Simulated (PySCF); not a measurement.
Molfile (atoms numbered from 1):
```
C6H9F
     RDKit          3D

 16 17  0  0  0  0  0  0  0  0999 V2000
   -2.3817    0.1628    1.0799 F   0  0  0  0  0  0  0  0  0  0  0  0
   -1.7439    0.1560   -0.1201 C   0  0  1  0  0  0  0  0  0  0  0  0
   -1.0075    1.3849   -0.5279 C   0  0  0  0  0  0  0  0  0  0  0  0
   -0.2591    0.1510   -0.1021 C   0  0  0  0  0  0  0  0  0  0  0  0
    0.5893   -0.0073    1.1557 C   0  0  0  0  0  0  0  0  0  0  0  0
    1.6001   -0.8367    0.3281 C   0  0  0  0  0  0  0  0  0  0  0  0
    0.6922   -0.7182   -0.9198 C   0  0  0  0  0  0  0  0  0  0  0  0
   -2.2841   -0.4365   -0.8678 H   0  0  0  0  0  0  0  0  0  0  0  0
   -1.0217    2.2207    0.1783 H   0  0  0  0  0  0  0  0  0  0  0  0
   -1.0085    1.6663   -1.5857 H   0  0  0  0  0  0  0  0  0  0  0  0
    0.0772   -0.5630    1.9555 H   0  0  0  0  0  0  0  0  0  0  0  0
    0.9808    0.9293    1.5802 H   0  0  0  0  0  0  0  0  0  0  0  0
    2.5801   -0.3528    0.2099 H   0  0  0  0  0  0  0  0  0  0  0  0
    1.7679   -1.8619    0.6873 H   0  0  0  0  0  0  0  0  0  0  0  0
    1.1492   -0.2166   -1.7865 H   0  0  0  0  0  0  0  0  0  0  0  0
    0.2526   -1.6687   -1.2606 H   0  0  0  0  0  0  0  0  0  0  0  0
  1  2  1  0
  2  3  1  0
  3  4  1  0
  4  5  1  0
  5  6  1  0
  6  7  1  0
  4  2  1  0
  7  4  1  0
  2  8  1  6
  3  9  1  0
  3 10  1  0
  5 11  1  0
  5 12  1  0
  6 13  1  0
  6 14  1  0
  7 15  1  0
  7 16  1  0
M  END
```

- J: B3LYP/pcJ-1 (spin–dipole term only in couplings to heteroatoms)
- σ from GIAO-B97-2/pcSseg-1
- PBE0-D3(BJ)/def2-SVP structure
- code: PySCF
- single conformer, gas phase, non-relativistic Hamiltonian

Question: Predict the 2D correlation tables (HSQC, COSY, HMBC).

Answer: 

HSQC (one-bond C–H):
```csv
δH,δC,"¹J(C,H) (Hz)"
3.86 (H8),75.5 (C2),199
2.50 (H11),25.9 (C5),143
2.16 (H13),17.2 (C6),141
2.09 (H16),29.9 (C7),140
2.03 (H14),17.2 (C6),142
1.94 (H12),25.9 (C5),143
1.86 (H15),29.9 (C7),142
0.69 (H9),21.2 (C3),168
0.60 (H10),21.2 (C3),167
```

COSY cross peaks (|J| ≥ 2 Hz):
```csv
δH,δH,abs. J (Hz),bonds
3.86 (H8),0.69 (H9),3.0,3
3.86 (H8),0.60 (H10),7.2,3
2.50 (H11),2.16 (H13),7.9,3
2.50 (H11),2.03 (H14),12.0,3
2.50 (H11),1.94 (H12),13.7,2
2.16 (H13),2.09 (H16),7.5,3
2.16 (H13),2.03 (H14),13.6,2
2.16 (H13),1.94 (H12),11.9,3
2.16 (H13),1.86 (H15),12.1,3
2.09 (H16),2.03 (H14),11.6,3
2.09 (H16),1.86 (H15),13.2,2
2.03 (H14),1.94 (H12),5.6,3
2.03 (H14),1.86 (H15),5.7,3
0.69 (H9),0.60 (H10),7.7,2
```

HMBC (two and three bonds, |J| ≥ 2.5 Hz):
```csv
δH,δC [abs. J in Hz]
3.86 (H8),29.9 (C7) [4.6]
2.50 (H11),"75.5 (C2) [6.2], 29.9 (C7) [2.6], 21.2 (C3) [3.5], 20.0 (C4) [5.6], 17.2 (C6) [3.6]"
2.16 (H13),"29.9 (C7) [3.6], 25.9 (C5) [3.6], 20.0 (C4) [3.6]"
2.09 (H16),"75.5 (C2) [7.2], 25.9 (C5) [2.9], 21.2 (C3) [3.7], 20.0 (C4) [4.9], 17.2 (C6) [3.7]"
2.03 (H14),"29.9 (C7) [3.2], 25.9 (C5) [3.1], 20.0 (C4) [5.7]"
1.94 (H12),"75.5 (C2) [2.5], 29.9 (C7) [4.2], 21.2 (C3) [6.0], 20.0 (C4) [5.3], 17.2 (C6) [3.4]"
1.86 (H15),"75.5 (C2) [4.3], 25.9 (C5) [3.8], 21.2 (C3) [6.3], 20.0 (C4) [5.3], 17.2 (C6) [3.6]"
0.69 (H9),"75.5 (C2) [4.4], 29.9 (C7) [4.1], 25.9 (C5) [8.2]"
0.60 (H10),"29.9 (C7) [7.1], 25.9 (C5) [4.8], 20.0 (C4) [2.8]"
```

Shifts are taken against calculated references (same method and geometry level): ¹H (σ = 31.38 ppm) and ¹³C (σ = 183.69 ppm) against TMS.

Short H···H contacts in this conformer between protons four or more bonds apart (candidates for NOE cross peaks, intensity ∝ r⁻⁶): H9···H12 2.76 Å.

Common functionals overestimate the size of one-bond C–F couplings by tens of Hz; these are unscaled. Unscaled 3J(H,H) at this level run about 10 % above measured values. Shifts are as computed. Against solution values, carbons near 30 ppm lie about +1 ppm off and those near 130 ppm about +2 ppm. Of 1211 compounds with measured shifts, 218 miss one by over three times the rms of a fit or turn the order of signals round; such compounds aren't used in these exercises.
